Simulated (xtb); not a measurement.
xtb input:

```bash
xtb mol.xyz --gfn 2 --sp --chrg 1 --uhf 0
```
mol.xyz:
```
2

C     -0.00000000    -0.00000000    -0.69355328
F      0.00000000     0.00000000     0.46236885
```

Q: Which total energy does the run end on?

A: -6.05250 Eh (GFN2-xTB).
